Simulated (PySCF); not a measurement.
A GIAO shielding run with PySCF 2.14 (density fitting, non-relativistic, gas phase) on SMILES C[C@@H]1C=C(C(N)=O)C[SiH2]1, C₆H₁₁NOSi:

```
$ OMP_NUM_THREADS=1 python probes_run.py task.json out

{"job": {"kind": "nmr", "xc": "PBE0", "basis": "pcSseg-1"}, "charge": 0, "multiplicity": 1}
C     -2.149984     1.335860    -0.064894
C     -1.287013     0.393915     0.777165
C      0.169163     0.653887     0.528094
C      0.947870    -0.334929     0.097292
C      2.411209    -0.221485    -0.135114
N      2.847371     1.006008    -0.522051
O      3.177956    -1.152722     0.005034
C      0.336576    -1.696900    -0.085427
Si    -1.495164    -1.472012     0.378223
H     -1.936954     2.377761     0.173719
H     -3.205161     1.152138     0.123147
H     -1.958761     1.182504    -1.125016
H     -1.498374     0.610006     1.830083
H      0.540541     1.651063     0.725720
H      3.831407     1.136420    -0.686202
H      2.220038     1.769412    -0.692626
H      0.494809    -2.036010    -1.110350
H      0.870719    -2.407582     0.545918
H     -2.406892    -1.690689    -0.748332
H     -1.914505    -2.245969     1.548644
```

Hardware: 1 thread of an Arm Neoverse V1, shared host. The job also computes population analyses, field gradients, ring-centre shieldings.

Question: How large is the calculation?

Answer: 76 electrons, 215 basis functions and 1130 auxiliary functions.

Question: How long does it take, and how much memory does it need?

Answer: 60 s of wall time, with 15 SCF cycles and 5 response iterations; peak memory 1 GiB. Times on a shared host scatter by some tens of per cent.
